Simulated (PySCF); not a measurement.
All values below come from B3LYP-D3(BJ)/def2-TZVP // r2SCAN-D4/def2-SVP in PySCF. All species are isolated molecules in the gas phase. One relaxed conformer stands for a flexible species; it need not be the lowest. B3LYP has the VWN-RPA correlation part, as in Gaussian. 

Reference species: [Sc(Cl)3] (neutral, multiplicity 1).

```
Item                                        Result
----------------------------------------  --------
coordination number                              3
charge on the central atom (Mulliken)       1.12 e
charge on the central atom (meta-Löwdin)    1.26 e
LUMO                                      -3.62 eV
```

Changed species: [Sc(Cl)2(OH)] (1 of 3 Cl replaced by OH; the reference has 0 of 3 Cl replaced by OH).

Question: Give the shifts of the coordination number, charge on the central atom (Mulliken), charge on the central atom (meta-Löwdin) and LUMO.

Answer: the coordination number stays essentially unchanged; the charge on the central atom (Mulliken) goes up by 0.13 e, to 1.25 e; the charge on the central atom (meta-Löwdin) rises by 0.05 e, to 1.31 e; the LUMO increases by 0.62 eV, to -3.00 eV.
